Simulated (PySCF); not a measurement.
Delta-SCF ions had no search for a lower state. Excitations are Tamm–Dancoff values on a coarser integration grid. The basis has no diffuse functions, so Rydberg states are missing or too high.

Cartesian coordinates (Å):
```xyz
4

F      1.4703    -0.5898    -0.2101
Al    -0.0542     0.0217    -0.0050
H     -1.2443    -0.8358    -0.5644
H     -0.1719     1.4038     0.7302
```
Charge 0, multiplicity 1.

Q: Predict the dipole moment, total energy, LUMO, HOMO–LUMO gap, brightest of the four lowest singlets (TDA), S1–T1 gap (TDA), T1 excitation (TDA) and vertical ionisation energy (Delta-SCF) from ωB97X-D3(BJ)/def2-TZVP // B3LYP-D3(BJ)/def2-TZVP (PySCF).

A: 
- dipole moment: 1.37 D
- total energy: -9350.21 eV
- LUMO: 0.48 eV
- HOMO–LUMO gap: 11.84 eV
- brightest of the four lowest singlets (TDA): 8.57 eV
- S1–T1 gap (TDA): 0.44 eV
- T1 excitation (TDA): 5.67 eV
- vertical ionisation energy (Delta-SCF): 11.80 eV
